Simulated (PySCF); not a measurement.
# State search for SbN

Unrestricted PBE0; basis Sb cc-pVTZ-PP with ECP28, N cc-pVTZ; scalar-relativistic core potentials; PySCF 2.14. Outer shells of the fragments: Sb 4d10 5s2 5p3; N 2s2 2p3.

Followed along the bond (rough minima from three points):

```tsv
2Ms+1	unpaired	⟨S²⟩ at the start	R at minimum (Å)	Te (eV)
1	none	0.00	1.81	0.00
3	π ↑↑	2.34	2.00	1.58
3	π ↑↑	2.01	1.98	2.24
5	π ↑↑↑↑	6.01	none in the scan	≤ 2.19
```

Solutions found at the starting distance of 2.020 Å, counted from the lowest of them; the search is not exhaustive and high or unbound solutions are not listed, so other states can lie among these:

| 2Ms+1 | unpaired | term | E (eV) | ⟨S²⟩ | ⟨Lz²⟩ | μ (D) |
| --- | --- | --- | --- | --- | --- | --- |
| 1 | none | ¹Σ⁺ | 0.00 | 0.00 | 0.00 | -3.75 |
| 3 | π ↑↑ | mixed | 0.90 | 2.34 | 2.02 | -2.35 |
| 3 | π ↑↑ | mixed | 1.57 | 2.01 | 2.01 | -2.65 |
| 5 | π ↑↑↑↑ | ⁵Σ⁺ | 1.78 | 6.01 | 0.00 | -1.12 |
| 1 | π ↑↓ | mixed | 1.81 | 1.01 | 2.12 | -2.89 |
| 3 | σ ↑, π ↑ | mixed | 1.87 | 2.39 | 1.13 | -2.36 |
| 1 | σ ↓, π ↑ | mixed | 2.12 | 1.46 | 1.07 | -2.73 |
| 5 | σ ↑, π ↑↑↑ | ⁵Π | 2.67 | 6.01 | 1.00 | -1.54 |
| 3 | σ ↓, π ↑↑↑ | mixed | 3.49 | 3.02 | 1.00 | -1.77 |
| 1 | σ ↓, π ↑↑↓ | mixed | 3.66 | 2.02 | 3.03 | -1.73 |

A term symbol is given only where ⟨S²⟩ and ⟨Lz²⟩ are close to those of a pure state; real π, δ and φ orbitals otherwise mix terms. A positive dipole means Sb(−)N(+).

Compare the gap between the two lowest followed solutions at the starting distance with the gap between their minima.

At PBE0 the second solution (Ms = 1 of mixed spin, unpaired electrons π ↑↑) lies +0.90 eV from the first (singlet, closed shell) at 2.020 Å and +1.58 eV at the minima; the two curves relax by different amounts, since their minima lie near 2.00 and 1.81 Å.

Spin–orbit coupling is left out.
